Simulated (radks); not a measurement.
The numbers below are computed, except where a source is named.
Effect of the nuclear size on neutral arsenic, [Ar] 3d10 4s2 4p3. Code: a radial shooting solver on a logarithmic mesh with Libxc functionals. Model: Dirac Kohn-Sham, BLYP, spin-unpolarised, spherical densities, finite nucleus; open shells are shared between the two j in proportion to 2j + 1; Fermi nuclear charge, rms radius 4.0968 fm. The rms radius is varied about that value; shifts are against it.

| rms radius (fm) | total energy shift (eV) | density at nucleus (e/bohr^3) | 1s1/2 shift (meV) | 2s1/2 shift (meV) | 3s1/2 shift (meV) | 3p1/2 shift (meV) | 4s1/2 shift (meV) |
|---|---|---|---|---|---|---|---|
| 3.6339 | -0.0846 | 3.586e+04 | -35.9 | -3.54 | -0.537 | 0.052 | -0.044 |
| 3.8428 | -0.0476 | 3.573e+04 | -20.2 | -1.99 | -0.302 | 0.029 | -0.025 |
| 4.0968 | 0 | 3.557e+04 | 0.000 | 0.000 | 0.000 | 0.000 | 0.000 |
| 4.3303 | 0.0463 | 3.544e+04 | 19.6 | 1.94 | 0.293 | -0.029 | 0.024 |
| 4.8342 | 0.154 | 3.518e+04 | 65.5 | 6.45 | 0.978 | -0.095 | 0.081 |

Slopes of the eigenvalues against <r^2> in GHz/fm^2, as finite differences over the two radii next to the reference (eigenvalue slopes, not the field-shift constants of lines): 1s1/2 2420, 2s1/2 238, 3s1/2 36.1, 3p1/2 -3.51, 4s1/2 2.99.
